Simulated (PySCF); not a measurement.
C₂H₅F, SMILES FCC.

The structure is a stationary point at PBE-D3(BJ)/def2-TZVP.

Two levels are set side by side: TDA-PBE/def2-SVPD (PySCF) and TDA-ωB97X/def2-SVPD (PySCF). Vertical, same geometry. The lowest singlet is HOMO→LUMO 100 % with PBE and HOMO→LUMO 78 % with the other functional; states are paired by order. Differences are taken from unrounded values.

```
quantity                               TDA-ωB97X
-------------------------------------  ---------
lowest singlet excitation (eV)              9.53
lowest triplet excitation (TDA) (eV)        9.30
first bright state (f over 0.05) (eV)      10.77
its oscillator strength                     0.15
```

What does TDA-PBE give, and how far is it from TDA-ωB97X? (Estimate from the structure and the level; the computed values follow.)


```tsv
quantity	TDA-PBE	TDA-PBE minus TDA-ωB97X
lowest singlet excitation (eV)	7.92	-1.61
lowest triplet excitation (TDA) (eV)	7.75	-1.55
first bright state (f over 0.05) (eV)	9.52	-1.25
its oscillator strength	0.12	-0.03
```

Functionals without exact exchange tend to place singlet excitations lower, as here. Differences between two approximate levels are no errors against the true value.

Rough cost on one machine, each run with all the roots and properties that it gave: TDA-ωB97X against TDA-PBE about 3 times.
